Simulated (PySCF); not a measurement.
## Electron correlation in Rh³⁸⁺ (rhodium, charge +38)

[He] 2s2 2p3, high-spin 4S determinant. Computed with PySCF 2.14 in an even-tempered Gaussian basis (19 s from 16 bohr⁻², ratio 2.2; 12 p from 20 bohr⁻², ratio 2.2; 6 d from 79 bohr⁻², ratio 2.4; 5 f from 120 bohr⁻², ratio 2.4; 4 g from 180 bohr⁻², ratio 2.4), with the spin-free X2C one-electron Hamiltonian (Gaussian nucleus). Frozen: nothing; 7 electrons correlated; the 14 highest virtual orbitals of each spin left out.

| level | correlation energy (mhartree) |
| --- | --- |
| CCSD | -228.84 |
| (T) | -0.06 |
| CCSD(T) | -228.90 |

Diagnostics: T1 = 6.7e-05, D1 = 0.0002, largest double amplitude 0.006.

Spin-orbit coupling is strong in this species (close to jj coupling), so the high-spin LS determinant is a model state, not a physical level.

Cost of the coupled-cluster step: 93 s of wall time on 2 threads of Neoverse-V2 (shared host), for 7 correlated electrons.

Iterations:

```
CC2 = 0
CCSD nocc = (np.int64(5), np.int64(2)), nmo = (142, 142)
frozen orbitals [[142, 143, 144, 145, 146, 147, 148, 149, 150, 151, 152, 153, 154, 155], [142, 143, 144, 145, 146, 147, 148, 149, 150, 151, 152, 153, 154, 155]]
max_cycle = 100
direct = 0
conv_tol = 1e-08
conv_tol_normt = 1e-06
diis_space = 8
diis_start_cycle = 0
Init t2, MP2 energy = -0.22577205840893
Init E_corr(UCCSD) = -0.225772058408984
cycle = 1  E_corr(UCCSD) = -0.228717305881204  dE = -0.00294524747  norm(t1,t2) = 0.000747862
cycle = 2  E_corr(UCCSD) = -0.228838108072782  dE = -0.000120802192  norm(t1,t2) = 4.52267e-05
cycle = 3  E_corr(UCCSD) = -0.228844909390793  dE = -6.80131801e-06  norm(t1,t2) = 3.23553e-06
cycle = 4  E_corr(UCCSD) = -0.22884485845897  dE = 5.0931823e-08  norm(t1,t2) = 6.39388e-08
cycle = 5  E_corr(UCCSD) = -0.228844858809653  dE = -3.50682566e-10  norm(t1,t2) = 6.05094e-10
UCCSD converged
E(UCCSD) = -3180.312660690034  E_corr = -0.2288448588096526
UCCSD(T) correction = -5.55982575955809e-05
```

At this charge the one-electron X2C treatment keeps the bare 1/r₁₂, with no two-electron picture change or Breit term. That inflates the 1s pair energies well beyond their four-component values; and a scalar Hamiltonian misses the large spin-orbit splitting of the p shells, which matters for ns² → np² pairs.

Spin-orbit coupling is strong in this species, so the high-spin LS determinant is a model state.
